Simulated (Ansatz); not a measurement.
C$_{2}$H$_{2}$F$_{5}$InO, SMILES `[F][In]([F])[O]CC(F)(F)F`. Charge 0, multiplicity 1. In: def2 effective core potential. Geometry: relaxed with PBE0-D4/def2-TZVP. It is one conformer, not always the lowest.

```xyz
11

F     0.881   -0.933    3.294
In   -0.315   -0.737    1.801
F    -2.143   -0.240    2.177
O     0.177   -1.345   -0.025
C    -0.126   -0.479   -1.065
C     0.477    0.893   -0.837
F     0.025    1.798   -1.690
F     0.128    1.335    0.428
F     1.801    0.900   -0.868
H    -1.204   -0.329   -1.218
H     0.300   -0.863   -1.998
```

(1) What is the dipole moment at PBE/def2-TZVPP? (Best estimate.)

(2) And with r2SCAN, B3LYP, ωB97M-V? (Estimate.)

(3) Give the Mulliken charges with PBE, r2SCAN, ωB97M-V in def2-TZVPP. (An estimate is asked.)

## Answers

(1) Ansatz gave: 2.82 D, with components (-0.04, -0.31, -2.81) D in this frame, pointing from negative to positive charge.

(2) Computed: r2SCAN 2.86 D, B3LYP 2.90 D, ωB97M-V 2.82 D.

(3) The calculation gave: 
```
atom    PBE  r2SCAN  ωB97M-V
  F1  -0.40   -0.45    -0.45
 In2   1.07    1.21     1.24
  F3  -0.41   -0.46    -0.46
  O4  -0.42   -0.51    -0.50
  C5  -0.02    0.09    -0.06
  C6   0.39    0.50     0.48
  F7  -0.11   -0.15    -0.14
  F8  -0.17   -0.21    -0.20
  F9  -0.11   -0.16    -0.14
 H10   0.09    0.07     0.13
 H11   0.09    0.06     0.12
```

B3LYP here is the variant with VWN-RPA as its local correlation; programs differ in this.
